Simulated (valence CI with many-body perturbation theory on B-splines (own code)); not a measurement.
Results of a calculation; reference values are marked as such.
## Sm40+: magnetic and hyperfine properties of the levels

Method: configuration interaction combined with many-body perturbation theory (CI+MBPT): four valence electrons over a frozen Dirac-Fock core [Ar], radial functions for each j: 7 s, 7 p, 8 d, 6 f, 4 g, 1 h, with the one-electron correlation potential Σ1, the two-electron term Σ2, the three-electron term Σ3, Breit, model QED; selected CI, second order for the rest, scaled by the run's own slope (own B-spline code, finite nucleus).

No measured spectrum was set against this ion. As an estimate, large intervals hold to a few tenths of a per cent, small ones and those within an open d or f shell to about a per cent. Only levels of the ground parity were solved; by the run's estimate the other parity begins above the list, which can be wrong where configurations are misplaced.

A/g_I is the dipole constant over the nuclear g factor μ/I (μ in nuclear magnetons, uniformly magnetised nucleus), B/Q the quadrupole constant per barn. Both hold the static response of the core; the bare values leave it out. Large factors of s and p1/2 electrons are usually good to 5 to 10 %; those of open d and f shells near neutrality can be off by tens of per cent, and small factors of p3/2, d and f electrons come from cancelling terms and can be off by a factor of two or in sign, in half-filled shells by more. B is blank for J = 1/2, where it vanishes, and for nearly pure S terms. Energies count from the lowest level. Levels with J = 0 are left out.

Levels are named by their leading jj configuration (3d3/2^4 stands for four electrons in 3d with j = 3/2), which in mixed levels can hold well under half, so a name can repeat and another be missing. Letters in brackets count levels of one name in rising energy.

```csv
Level,E (eV),g,A/g_I (MHz),A/g_I bare,B/Q (MHz/b),B/Q bare
(3d3/2^3 3d5/2) J=1,24.04,1.493,-2530,-1600,11000,11100
(3d3/2^3 3d5/2) J=4,33.91,1.094,32100,32300,1040,991
(3d3/2^3 3d5/2) J=2,33.98,1.287,18500,19100,21100,21400
(3d3/2^3 3d5/2) J=3,37.28,1.191,27200,27600,14400,14600
(3d3/2^2 3d5/2^2) J=4 [a],57.55,1.153,26100,26400,-11900,-12200
(3d3/2^2 3d5/2^2) J=2 [a],57.67,1.142,15400,15700,20200,20500
(3d3/2^2 3d5/2^2) J=3 [a],59.36,1.116,23600,23900,4560,4620
(3d3/2^2 3d5/2^2) J=5,62.77,1.078,29800,30000,27000,27400
(3d3/2^2 3d5/2^2) J=6,65.17,1.080,31500,31700,32300,32800
(3d3/2^2 3d5/2^2) J=1,65.36,1.156,32100,32400,2190,2200
(3d3/2^2 3d5/2^2) J=4 [b],69.01,1.028,34000,34100,-10900,-11000
(3d3/2^2 3d5/2^2) J=3 [b],69.50,1.108,32600,32800,9480,9630
(3d3/2^2 3d5/2^2) J=2 [b],70.26,1.108,29400,29700,9710,9850
(3d3/2^2 3d5/2^2) J=2 [c],79.79,1.003,40900,41000,-2290,-2340
(3d3/2^2 3d5/2^2) J=4 [c],82.65,1.220,22300,22700,41400,42000
(3d3/2 3d5/2^3) J=3 [a],90.82,1.145,19100,19500,1510,1550
(3d3/2 3d5/2^3) J=4 [a],91.27,1.113,23500,23800,-11700,-11900
(3d3/2^2 3d5/2^2) J=2 [d],92.39,1.227,25600,26000,-10600,-10800
(3d3/2 3d5/2^3) J=1 [a],94.84,0.891,32400,32300,13800,14000
(3d3/2 3d5/2^3) J=5,94.99,1.140,25900,26200,-17800,-18100
(3d3/2 3d5/2^3) J=6,95.91,1.072,29600,29800,36700,37300
(3d3/2 3d5/2^3) J=2 [a],102.06,1.040,33300,33400,26500,26900
(3d3/2 3d5/2^3) J=3 [b],103.54,1.088,28600,28800,11800,12000
(3d3/2 3d5/2^3) J=3 [c],114.81,1.058,31900,32100,41700,42300
(3d3/2 3d5/2^3) J=1 [b],115.33,1.432,6480,7290,-19400,-19700
(3d3/2 3d5/2^3) J=4 [b],115.98,1.037,32200,32400,36600,37200
(3d3/2 3d5/2^3) J=2 [b],119.03,1.097,29700,29900,-38900,-39500
(3d5/2^4) J=4,128.15,1.154,22100,22400,-36000,-36500
(3d5/2^4) J=2,138.40,1.038,24600,24700,11700,11900
```

Problem. Take the isotope of mass number 147, with I = 7/2, μ = -0.809 μN and Q = -0.26 b. What is the hyperfine structure of (3d3/2^2 3d5/2^2) J=5?

Solution. From the table A = -6900 MHz, B = -7020 MHz. Shifts from the centre of gravity in MHz: F = 3/2: 142000, F = 5/2: 126000, F = 7/2: 103000, F = 9/2: 73000, F = 11/2: 36000, F = 13/2: -8630, F = 15/2: -61300, F = 17/2: -123000.
